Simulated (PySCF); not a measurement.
**Electron correlation in Ne³⁺ (neon, charge +3)**

[He] 2s2 2p3, high-spin 4S determinant. All numbers are calculated (PySCF 2.14, the spin-free X2C one-electron Hamiltonian (Gaussian nucleus), in dyall-av3z). Frozen: 1s2; 5 electrons correlated; the 14 highest virtual orbitals of each spin left out.

```tsv
level	correlation energy (mhartree)
CCSD	-120.33
(T)	-0.99
CCSD(T)	-121.32
```

Diagnostics: T1 = 0.0021, D1 = 0.0055, largest double amplitude 0.024.

**Question.** Is a single reference adequate?

**Answer.** Yes: T1 lies below 0.03 and no double amplitude reaches 0.07.
